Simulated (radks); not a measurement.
Results of a calculation; reference values are marked as such.
Task: The gadolinium ion Gd2+ is in [Xe] 4f8. Level of theory: scalar-relativistic Kohn-Sham, PBE, spin-polarised, spherical densities, finite nucleus; Fermi nuclear charge, rms radius of each element as measured or else 0.836 A^(1/3) + 0.57 fm (a radial shooting solver on a logarithmic mesh with Libxc functionals). Open shells are filled with parallel spins first. One electron is removed from 4f, 5p, 5s, 4d in turn, with full relaxation. Which removal costs least, and what does each cost?

Result: 4f 21.776 eV; 5p 42.780 eV; 5s 64.790 eV; 4d 160.36 eV. The 4f electron leaves first.
